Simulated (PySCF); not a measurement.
**Radial density of Pd⁺ (palladium, charge +1)**

UHF, [Kr] 4d9, 2D determinant. Computed with PySCF 2.14 in cc-pVDZ-PP with ECP28MDF (4s4p3d1f, 38 functions), with scalar relativity through the core potential. This is the valence pseudo-density: the core potential removes the inner electrons and smooths the orbitals near the nucleus.

```
r (bohr)  4πr²ρ (e/bohr)  4πr²(ρα − ρβ)
  0.0187       1.448e-05         0.0000
  0.0314       3.675e-05         0.0000
  0.0528       8.785e-05         0.0000
  0.0888       0.0003312         0.0000
   0.149        0.003408         0.0002
   0.251         0.05618         0.0037
   0.423           1.318         0.0580
   0.711           12.44         0.4927
    1.20           13.65         0.8098
    2.01           3.024         0.2642
    3.38          0.2302         0.0122
    5.69        0.004139         0.0000
```

Energies and moments cover only the electrons outside the core potential.
